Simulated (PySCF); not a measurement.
# Löwdin shares of the frontier orbitals

C3H13PSi3.
Geometry (PBE0-D3(BJ)/def2-SVP, Å), atoms numbered from 1 in this order:
```xyz
20
C3H13PSi3 angstrom
C     -3.879   -0.386    0.270
C     -3.159    0.436   -0.498
C     -1.858    0.100   -1.148
Si    -0.411    0.917   -0.239
P      1.492    0.541   -1.407
Si     1.731   -1.636   -0.853
Si     2.940    1.368    0.115
H     -3.561   -1.418    0.456
H     -4.811   -0.059    0.737
H     -3.519    1.462   -0.649
H     -1.685   -0.989   -1.158
H     -1.827    0.449   -2.194
H     -0.331    0.389    1.159
H     -0.606    2.398   -0.180
H      1.594   -1.883    0.617
H      3.080   -2.096   -1.300
H      0.684   -2.423   -1.571
H      2.818    2.856    0.112
H      4.323    0.982   -0.297
H      2.688    0.861    1.500
```

Computed, not measured: TDDFT CAM-B3LYP/def2-SVPD, vertical, gas phase, core orbitals frozen in the response in PySCF.

Frontier orbitals with the atoms that hold most of them (Löwdin shares over 4%, at most four atoms; ? is withheld):

```csv
orbital,ε (eV),atoms
HOMO-3,-9.93,"P5 31%, Si7 19%, Si4 8%, Si6 7%"
HOMO-2,-9.75,"P5 34%, Si6 21%, Si4 13%, H14 8%"
HOMO-1,-8.58,?
HOMO,-8.42,"P5 41%, C1 13%, C2 11%, Si4 9%"
LUMO,?,?
LUMO+1,0.84,"Si7 18%, P5 18%, Si4 15%, H19 6%"
LUMO+2,0.90,"Si6 26%, P5 21%, H15 8%, H17 6%"
```

Question: Which atoms hold the HOMO-1, and with what shares?

Answer: P5 (bonded to 3 Si) 25%; C1 (bonded to C and 2 H) 19%; C2 (bonded to 2 C and H) 16%; C3 (bonded to C, Si and 2 H) 9%. By element: carbon 45%, phosphorus 25%.

Question: Which atoms hold the LUMO, and with what shares?

Answer: C1 (bonded to C and 2 H) 13%; Si4 (bonded to C, P and 2 H) 13%; C2 (bonded to 2 C and H) 12%; P5 (bonded to 3 Si) 12%. By element: carbon 25% or more, silicon 13% or more, phosphorus 12%.

Question: What is the LUMO energy, and the HOMO–LUMO gap?

Answer: ε(LUMO) = 0.76 eV; the gap is 9.18 eV (0.3372 hartree).

Question: How does S1 compare with the orbital gap of 9.18 eV?

Answer: S1 is at 6.18 eV (f = 0.0037), 3.00 eV below the gap, made of HOMO→LUMO+1 (44%), HOMO-1→LUMO+1 (16%), HOMO→LUMO+2 (13%). Its leading pair isn't HOMO and LUMO; the energies of that pair differ by 9.26 eV. 

Next come S2 at 6.25 eV (f 0.048), HOMO→LUMO (35%), HOMO→LUMO+2 (23%), HOMO-1→LUMO (12%); S3 at 6.29 eV (f 0.017), HOMO→LUMO+4 (19%), HOMO→LUMO+3 (18%), HOMO→LUMO+5 (14%); S4 at 6.44 eV (f 0.084), HOMO→LUMO+3 (31%), HOMO→LUMO+2 (20%), HOMO-1→LUMO+3 (9%); S5 at 6.47 eV (f 0.070), HOMO→LUMO+1 (16%), HOMO→LUMO+5 (15%), HOMO→LUMO+4 (13%).

One conformer stands for the species.
